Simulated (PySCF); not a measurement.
H4PSi, SMILES [SiH3][PH], multiplicity 2.

Coordinates come from a PBE-D3(BJ)/def2-TZVP optimisation. The isomer is the one that the SMILES or the coordinates give; other isomers of the formula were not compared.

Method: TDA-LC-ωPBE/def2-TZVPD in PySCF 2.14.0.

Vertical excitations. Gas-phase values at a fixed geometry.

Computed UV-visible absorptions:
| state | energy (eV) | λ (nm) | f | main pairs |
|---|---|---|---|---|
| root 1 | 2.35 | 527 | 0.001 | β HOMO→LUMO 96 % |
| root 2 | 4.25 | 292 | 0.002 | β HOMO−1→LUMO 76 %, β HOMO−3→LUMO 19 % |
| root 3 | 5.82 | 213 | 0.000 | α HOMO→LUMO 47 %, α HOMO→LUMO+4 30 %, α HOMO→LUMO+2 9 % |
| root 4 | 5.92 | 209 | 0.000 | α HOMO−1→LUMO 16 %, α HOMO−1→LUMO+4 11 %, β HOMO→LUMO+1 25 %, β HOMO→LUMO+5 20 % |
| root 5 | 6.40 | 194 | 0.017 | α HOMO→LUMO+1 84 % |
| root 6 | 6.65 | 186 | 0.014 | β HOMO−2→LUMO 89 % |
| root 7 | 6.80 | 182 | 0.004 | β HOMO−3→LUMO 70 %, β HOMO−1→LUMO 19 % |
| root 8 | 6.80 | 182 | 0.000 | α HOMO−1→LUMO+1 30 %, β HOMO→LUMO+2 41 % |
| root 9 | 7.10 | 175 | 0.001 | α HOMO→LUMO+3 47 %, α HOMO−1→LUMO 15 %, α HOMO−1→LUMO+4 10 %, β HOMO→LUMO+1 6 % |
| root 10 | 7.22 | 172 | 0.011 | α HOMO→LUMO+2 71 % |
Unrestricted roots are not spin-pure.
